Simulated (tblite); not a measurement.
Cl4Ga, charge -1, singlet, at a GFN2-xTB geometry (such geometries of metal compounds can be far from the true shape); IPEA1-xTB run with tblite 0.6.0.

tblite was given this input:
```
$ tblite run mol.xyz --method ipea1 --charge -1 --spin 0 --json tblite.json --no-restart

# file mol.xyz
5

Ga     0.00000000     0.00000000    -0.00000000
Cl     1.71278737    -0.59908363    -1.19330116
Cl     0.65537446     0.49189976     2.01122558
Cl    -0.93767909     1.73912871    -0.90149802
Cl    -1.43048275    -1.63194484     0.08357359
```

What does tblite print? Leave out banner, timings and long lists.


```
xTB calculator
 | screened Coulomb repulsion
 | Coulomb electrostatics
 |  * isotropic Klopman-Ohno-Mataga-Nishimoto electrostatics
 |  * onsite third-order electrostatics
 | DFT-D3(BJ) dispersion correction

halogen bonding energy    0.0000000000000E+00 Eh
repulsion energy          3.4855469479933E-02 Eh
dispersion energy        -3.0383123237672E-03 Eh
number of electrons       3.2000000000000E+01 e
integral cutoff           4.0000000000000E+01 bohr

------------------------------------------------------------
  cycle        total energy    energy error   density error
------------------------------------------------------------
      1     -19.49958613565  -1.9531403E+01   4.4284860E-01
      2     -19.54572514991  -4.6139014E-02   2.3480775E-01
      3     -19.54578200173  -5.6851815E-05   5.8388522E-02
      4     -19.54628334359  -5.0134186E-04   1.1618057E-02
      5     -19.54627348638   9.8572046E-06   1.1313732E-02
      6     -19.54654298765  -2.6950127E-04   5.9481693E-04
      7     -19.54654374815  -7.6049698E-07   2.9787282E-05
      8     -19.54654374967  -1.5237127E-09   8.7973661E-06
------------------------------------------------------------

electronic energy        -1.9578360906829E+01 Eh
total energy             -1.9546543749673E+01 Eh

Post processing:
 | Mayer-Wiberg bond orders

[Info] JSON dump of results written to 'tblite.json'
```
